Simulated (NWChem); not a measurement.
Species: AlBr3; SMILES [Br][Al]([Br])[Br]

All runs: NWChem. This build's default masses of Se (78.918 u) and Br (79.917 u) are each other's, which moves their modes by up to 0.6 %. The level has its own optimisation; frequencies are unscaled.

Problem. Predict the results for BLYP/def2-SVP. Quantities: r Al–Br (Å); highest harmonic frequency (cm⁻¹); lowest (cm⁻¹); zero-point energy (kcal/mol).

Solution. 
```
Property                           Result
---------------------------------  ------
r Al–Br (Å)                         2.264
highest harmonic frequency (cm⁻¹)     488
lowest (cm⁻¹)                          90
zero-point energy (kcal/mol)          2.2
```
